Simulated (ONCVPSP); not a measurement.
Before and after: ONCV potential for nitrogen (N)

ONCVPSP 4.0.1 input, shortened (lines: element, Z, core and valence counts, functional; n l f; lmax; l rc ep ncon nbas qcut; lloc lpopt rc5 dvloc0; l nproj debl; icmod fcfact rcfact), PBEsol, scalar-relativistic:

```
  N 7.00    1    2  -116133      upf
    1    0    2.00
    2    0    2.00
    2    1    3.00
    1
    0    1.15    0.00    4    7    5.80
    1    2.25    0.00    4    7    7.80
    0    5    1.15    0.00
    0    0    3.30
    1    2    1.90
    3    4.25    1.55
```

All-electron outer shells of the reference configuration (PBEsol, scalar-relativistic, ld1.x):

```json
{"shell": "1s", "level (eV)": "-383.09", "outermost node (bohr)": "–", "outermost maximum (bohr)": "0.15"}
{"shell": "2s", "level (eV)": "-18.46", "outermost node (bohr)": "0.32", "outermost maximum (bohr)": "1.02"}
{"shell": "2p", "level (eV)": "-7.04", "outermost node (bohr)": "–", "outermost maximum (bohr)": "0.98"}
```

Change: all radii but the core radius scaled by about 1.27 (s 1.46, p 2.86 bohr).

Cutoffs: the cutoffs (Ha) at which the residual kinetic energy of the hardest occupied pseudo-wave falls to 1 and 0.1 mHa per electron; they do not see the model core or the augmentation charge, which bear on the density cutoff. Errors are all-electron minus pseudo energies relative to the spin-unpolarised reference configuration.

Task: Predict the effect on cutoff, ghosts and configuration errors.

Result: The potential gets softer (40 Ha and 87 Ha → 14 Ha and 30 Ha); of the 4 tests that both files solve, the error grows in 4 and shrinks in 0 by more than 15 % and 0.3 meV (median size 306.1 → 651.4 meV); neither file shows a bound ghost. A larger radius leaves more room for a smooth pseudo-wave, so fewer plane waves are needed. More of the atom is replaced by a form fitted at one configuration, so other configurations suffer.

| quantity | base | changed |
| --- | --- | --- |
| cutoff, loose | 40 Ha | 14 Ha |
| cutoff, tight | 87 Ha | 30 Ha |
| loose cutoff by channel | s 40 Ha, p 16 Ha | s 14 Ha, p 12 Ha |
| bound ghosts | none | none |
| GHOST(+) flags under 300 eV | none | none |
| error for 2s2 2p2, meV [ΔE 13.52 eV] | +71 | +163 |
| error for 2s2 2p1, meV [ΔE 42.26 eV] | +542 | +1140 |
| error for 2s2 2p0, meV [ΔE 89.14 eV] | +1984 | +3891 |
| error for 2s1 2p4, meV [ΔE 11.43 eV] | -9.0 | -53 |
| rms error of d²Exc/dni dnj with the model core, mHa | 1.51 | 1.71 |
